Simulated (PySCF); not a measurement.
Mg(F)(iPr) (C3H7FMg), SMILES [CH]([Mg][F])(C)C.

Geometry: PBE-D3(BJ)/def2-SVP. The structure was generated by enumeration; whether it is a known compound was not checked. The values are those of a single conformer.

These are PySCF 2.14.0 with IEF-PCM-PBE0/def2-SVP values and carry that method's errors.

The values are the electrostatic part of the solvation free energy, E(continuum) − E(gas) at the gas-phase geometry, in a cavity of scaled van der Waals radii (PySCF's table); cavitation and dispersion terms are not included. A continuum can't describe solvent molecules that bind to the metal. In vacuum the orbital gap is 5.56 eV. The dipole moment in vacuum is 2.15 D.

```csv
solvent,ε,ΔG(elec) (kcal/mol),dipole (D),gap (eV)
water,78.36,-13.2,1.63,5.66
diethylether,4.24,-9.0,1.88,5.62
2-propanol,19.26,-12.4,1.68,5.65
```
